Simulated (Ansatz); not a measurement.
Two isomers of CH3BOS: A = `SC1BO1`, B = `OBC=S`.

Isolated molecules relaxed with PBE0-D4/def2-TZVP in Ansatz; ΔE leaves out vibrations. CCSD(T)/CBS adds triple-zeta CCSD(T) − MP2 to the extrapolated MP2 energy (def2 sets, frozen cores). Functionals use def2-TZVPP. B3LYP here is the variant with VWN-RPA as its local correlation; programs differ in this. Each species was taken in one conformer, which may not be the lowest.

Which isomer does CCSD(T)/CBS put lower? Give the gap. (An estimate is asked.)

Ansatz gave: B, by 25.4 kcal/mol.

Give E(B) − E(A) in kcal/mol with B3LYP-D4, PBE-D4, MP2/def2-TZVPP, ωB97M-V, LDA (SPW92), B2PLYP, BLYP-D4. (Estimate.)

Computed: B3LYP-D4 -24.4, PBE-D4 -19.3, MP2/def2-TZVPP -24.4, ωB97M-V -22.4, LDA (SPW92) -16.9, B2PLYP -25.0, BLYP-D4 -23.8. None reverses the order clearly.

Does the order hold for the free energy at 298.15 K (harmonic terms from PBE0-D4)? (Estimate.)

Ansatz gave: Yes: G(B) − G(A) = -24.8 kcal/mol, for one conformer each. Modes under 60 cm⁻¹, often nearly free rotors, make the harmonic entropy too high.

Largest T1 diagnostic: 0.016.

At CCSD(T), def2-SVP lies −1.6 kcal/mol from the extrapolated value and def2-TZVPP −0.5 kcal/mol. In def2-TZVPP, CCSD(T) changes the Hartree–Fock value by +4.2 kcal/mol (the triples alone add +0.3 kcal/mol) and MP2 by +5.7 kcal/mol.
